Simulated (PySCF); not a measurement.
Core-level binding energies of (HMg-mu-Br)2

Compound: (HMg-mu-Br)2.
Cartesian coordinates in Å at the PBE0-D3(BJ)/def2-SVP level; atoms count from 1:
```xyz
6
Br2H2Mg2 angstrom
Mg    -1.105    0.073    1.367
H     -2.170    0.149    2.677
Br     0.559   -1.686    0.548
Mg     1.106   -0.076   -1.367
H      2.171   -0.144   -2.677
Br    -0.560    1.683   -0.549
```

Computed, not measured: delta-SCF UKS SCAN, pcX-2 on the ionised atom, pcseg-1 elsewhere, spin-free X2C in PySCF. Each binding energy is the total energy of the core-ionised species, with the hole localised on one atom, minus that of the ground state; both are solved self-consistently, so orbital relaxation is included.

Problem. List the computed XPS lines with their assignment.

Solution. 
| atom(s) | bonded to | level | binding energy (eV) | count |
| --- | --- | --- | --- | --- |
| Mg1/Mg4 | 2 Br and H | Mg 1s | 1311.84 | 2 |

Problem. Express the binding energy of Mg 1s of Mg1/Mg4 in atomic units and per mole.

Solution. 1311.84 eV = 48.2092 Eh = 126573 kJ/mol.

Atoms equivalent by their bonding share one computed value, that of the first of them. No level of bromine is listed. Geometry: PBE0-D3(BJ)/def2-SVP, one conformer, isolated molecule.

Hardware: one thread, Arm Neoverse V1, no GPU, shared host. Cost: 3.6 s.
